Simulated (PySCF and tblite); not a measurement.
The numbers below are computed, except where a source is named.
## Conformers and averaged properties: C3H10Si, numbered as in [CH3:1][CH2:2][SiH2:3][CH3:4]

The ensemble was built from 90 distance-geometry starts (ETKDG and KDG, MMFF94s, GFN2-xTB) and rests on PBE0-D3(BJ)/def2-SVP geometries. Free energies are PBE0-D3(BJ)/def2-TZVP single points with GFN2-xTB rigid-rotor and vibrational terms (modes under about 100 cm⁻¹ blended into free rotors). Symmetry numbers and mirror images are counted. Conformers within 4 kcal/mol (GFN2-xTB free energy) were kept, 5 at most. GIAO shieldings: PBE0/pcSseg-1. Shifts are against TMS (¹H), TMS (¹³C), TMS (²⁹Si) at the same level. Codes: tblite and PySCF.

Torsions listed: C1–C2–Si3–C4. Of a mirror pair one member is shown.

| conformer | shape | symmetry | E(GFN2) kcal/mol | E(DFT) kcal/mol | G(298.15 K) kcal/mol | weight % | dipole D |
| --- | --- | --- | --- | --- | --- | --- | --- |
| 1 | 60° | C1 (pair) | 0.14 | 0.01 | 0.00 | 66.6 | 0.81 |
| 2 | 180° | Cs | 0.00 | 0.00 | 0.41 | 33.4 | 0.86 |

Weights (%) against temperature:

```
 T (K)     1     2  S(mix) cal/mol/K
   200  66.5  33.5              2.18
   250  66.5  33.5              2.18
298.15  66.6  33.4              2.18
   350  66.6  33.4              2.18
   400  66.6  33.4              2.18
```

Averaged shifts at 298.15 K. ¹H: 4.04 (H3, 2H), 1.05 (H1, 3H), 0.58 (H2, 2H), 0.15 (H4, 3H) ppm. ¹³C: 10.5 (C1), 6.1 (C2), -8.0 (C4) ppm. ²⁹Si: -33.4 (Si3) ppm.

Coordinates of conformer 1 (Å):

```xyz
14

C    -1.683    0.403    0.685
C    -0.929   -0.813    0.152
Si    0.646   -0.401   -0.806
C     1.876    0.546    0.258
H    -2.599    0.113    1.223
H    -1.983    1.081   -0.130
H    -1.067    0.989    1.386
H    -1.579   -1.408   -0.513
H    -0.652   -1.490    0.980
H     0.293    0.422   -2.009
H     1.275   -1.671   -1.295
H     2.160   -0.043    1.145
H     2.793    0.773   -0.306
H     1.449    1.499    0.604
```

Unscaled ²⁹Si shifts at such levels can be off by tens of ppm; differences between conformers or isomers are more reliable. Shifts are unscaled: against experiment ¹³C can be off by 15 ppm or more and ¹H by 0.8 ppm.

Search and properties took 32 s on 1 thread of Arm Neoverse V2 (shared host) (rough), launched as `OMP_NUM_THREADS=1 python ens_run.py task.json out`.
